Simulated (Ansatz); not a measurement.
Born–Oppenheimer molecular dynamics of C₂H₅NSi (9 atoms, charge 0, multiplicity 1). It starts from a relaxed structure.

Method: RKS PBE-D4/def2-SVP in Ansatz.

```
ensemble                      : NVE (velocity Verlet)
time step                     : 0.5 fs
steps asked                   : 100
starting velocities drawn for : 700 K
masses                        : H 2.014 u
seed                          : 901855
```

First frame:

```xyz
9
Properties=species:S:1:pos:R:3
C -0.087 1.299 -1.125
C -0.033 0.332 -0.190
N 0.811 -0.074 0.848
Si -0.491 -1.232 0.672
H -0.928 1.343 -1.831
H 0.699 2.069 -1.200
H 1.808 0.117 0.978
H -0.224 -2.559 0.026
H -1.466 -1.340 1.804
```

Question: How far do the bonds stretch over the last three quarters of this one trajectory? (Pairs bonded in most of those frames.)

Answer: 
```json
{"bond": "C1–C2", "mean (Å)": "1.352", "spread (Å)": "0.038", "shortest": "1.30", "longest": "1.42"}
{"bond": "C1–H5", "mean (Å)": "1.099", "spread (Å)": "0.017", "shortest": "1.07", "longest": "1.13"}
{"bond": "C1–H6", "mean (Å)": "1.104", "spread (Å)": "0.013", "shortest": "1.08", "longest": "1.12"}
{"bond": "C2–N3", "mean (Å)": "1.396", "spread (Å)": "0.025", "shortest": "1.35", "longest": "1.43"}
{"bond": "C2–Si4", "mean (Å)": "1.856", "spread (Å)": "0.026", "shortest": "1.82", "longest": "1.91"}
{"bond": "N3–Si4", "mean (Å)": "1.749", "spread (Å)": "0.019", "shortest": "1.72", "longest": "1.78"}
{"bond": "N3–H7", "mean (Å)": "1.041", "spread (Å)": "0.063", "shortest": "0.94", "longest": "1.13"}
{"bond": "Si4–H8", "mean (Å)": "1.509", "spread (Å)": "0.061", "shortest": "1.42", "longest": "1.59"}
{"bond": "Si4–H9", "mean (Å)": "1.500", "spread (Å)": "0.026", "shortest": "1.46", "longest": "1.54"}
```

Mean temperature of the second half: 361 K. The conserved energy stayed within 0.42 meV per atom of its start (net change 0.36 meV per atom), so the integration is sound. A run of 0.05 ps of so small a system gives no equilibrium averages.

Time of the run: 2.1 min on 1 thread of Arm Neoverse V2, with other jobs on the host, peak memory 0.1 GiB.
